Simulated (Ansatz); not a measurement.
Cost and result up the ladder for In(CO)H3 (CH₃InO) (6 atoms). Charge 0, multiplicity 1. Geometry: PBE-D4/def2-TZVP.

```csv
atom,x (Å),y (Å),z (Å)
In1,0.125,-0.024,-0.972
C2,-0.187,0.033,1.532
O3,-0.345,0.065,2.654
H4,-1.270,-1.032,-1.211
H5,1.703,-0.744,-0.881
H6,-0.027,1.701,-1.121
```

Ansatz on 4 threads of AMD EPYC 7B13 on a shared host. Times are rough, and most runs start from the orbitals of an earlier one. ωB97X-V/def2-TZVP serves as the yardstick here, not as an exact answer. Differences are given only for rows in sets of like size (and for xTB, whose basis is part of the method), since another set adds its own error. Binding counts from free atoms at the same level (In doublet, C triplet, O triplet, H doublet; other spins of the atoms weren't run), without zero-point energy or a counterpoise term.

In the def2 sets In takes a core potential, while STO-3G treats all electrons; there is no spin–orbit coupling. B3LYP takes the VWN-RPA correlation. Correlated methods freeze 6 core orbitals; core or outer-core shells of In are correlated, in sets that lack core-valence functions.

Correlated methods converge slowly with the basis.

| level | functions | wall time | binding energy per atom (eV) | difference from ωB97X-V/def2-TZVP (eV) |
| --- | --- | --- | --- | --- |
| HF/STO-3G | 40 | 0.2 s | 2.94 | – |
| PBE-D4/def2-SVP | 69 | 0.45 s | 3.23 | – |
| revPBE-D4/def2-TZVP | 130 | 0.6 s | 3.12 | -0.07 |
| PBE0-D4/def2-SVP | 69 | 0.6 s | 3.13 | – |
| BLYP-D4/def2-TZVP | 130 | 0.75 s | 3.16 | -0.04 |
| PBE0-D4/def2-TZVP | 130 | 0.8 s | 3.12 | -0.08 |
| B3LYP-D4/def2-TZVP | 130 | 0.85 s | 3.14 | -0.06 |
| BHLYP-D4/def2-TZVP | 130 | 0.9 s | 3.01 | -0.19 |
| PBE-D4/def2-TZVPD | 160 | 1 s | 3.21 | 0.01 |
| PBE0-D4/def2-TZVPD | 160 | 1.2 s | 3.12 | -0.08 |
| ωB97X-V/def2-TZVP | 130 | 2 s | 3.19 | 0.00 |
| B97M-V/def2-TZVP | 130 | 2 s | 3.21 | 0.02 |
| CCSD(T)/def2-TZVPP | 154 | 13 s | 3.12 | -0.07 |
| CCSD(T)/def2-TZVPD | 160 | 15 s | 3.09 | -0.11 |
